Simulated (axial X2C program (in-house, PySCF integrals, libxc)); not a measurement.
## Working with the constants of LiCa⁺

A bond curve at the CCSD(T) level, 2c, was computed with an in-house relativistic program for diatomic molecules (basis Ca dyall-cv3z [11s12p6d4f], Li dyall-cv3z [7s8p2d] (cores contracted in-house)) for the state Ω = 0 (closed shell). Its fit gives Re = 3.2919 Å, ωe = 240.5 cm⁻¹, ωexe = 1.42 cm⁻¹ and αe = 2.405e-03 cm⁻¹; the masses are 39.9626 and 7.0160 u. Two-component means X2C with spin–orbit coupling and atomic mean-field Coulomb and Gaunt terms.

Correlated methods: 10 electrons correlated (number of frozen shells: Ca 2 s, 1 p; Li 1 s), 226 virtual spin orbitals or spinors in MP2, 90 natural virtuals in coupled cluster.

Q: Find the reduced mass, Be and the force constant.

A: From the CCSD(T) values: μ = 5.9682 u. Be = 16.8576/(μ Re²) = 0.2607 cm⁻¹. k = 5.8918×10⁻⁷ μ ωe² = 0.203 mdyn/Å.

Q: Give B0, the J = 1←0 line in GHz and the most populated J at 300 K (kT = 208.5 cm⁻¹).

A: B0 = Be − αe/2 = 0.2594 cm⁻¹; 2B0 = 15.56 GHz; J(max) ≈ √(kT/2B0) − 1/2 = 19.5, so J = 20.

Q: Where do the fundamental and the first overtone lie?

A: ν(1←0) = ωe − 2ωexe = 237.7 cm⁻¹; ν(2←0) = 2ωe − 6ωexe = 472.5 cm⁻¹.

Q: Estimate the centrifugal constant by the Kratzer relation.

A: D = 4Be³/ωe² = 1.22e-06 cm⁻¹.

Q: A Morse curve ties αe to the other constants (Pekeris). How well does that hold?

A: αe(Morse) = 6Be²/ωe × (√(ωexe/Be) − 1) = 2.261e-03 cm⁻¹; the CCSD(T) curve gives 2.405e-03 cm⁻¹, a ratio of 0.94.

One determinant describes the state; a PBE0 search over occupations chose it and may have missed a lower one. CCSD and (T) use frozen natural virtuals with an MP2 correction for the truncation; (T) itself is uncorrected, so its De runs slightly low.
